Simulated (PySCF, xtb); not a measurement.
C₃H₃F₄, SMILES F[CH]CC(F)(F)F, multiplicity 2. The values are those of a single conformer.

Harmonic wavenumbers (cm⁻¹) from GFN2-xTB (xtb 6.7.1) at its own minimum, in rising order: 51, 61, 186, 289, 333, 424, 425, 472, 502, 590, 791, 885, 1011, 1059, 1104, 1133, 1164, 1189, 1249, 1318, 1403, 2962, 2998, 3132.

Question: What does B3LYP-D3(BJ)/def2-SVP (PySCF) give at its own minimum? (The exact figures need the calculation; the answer reports its results.)

Answer: 52, 88, 205, 310, 368, 476, 515, 539, 557, 679, 838, 901, 1032, 1151, 1191, 1229, 1271, 1310, 1349, 1414, 1429, 3060, 3124, 3191. Paired by order, the mean absolute difference is 65 cm⁻¹ and the zero-point energies are 35.4 and 37.6 kcal/mol.
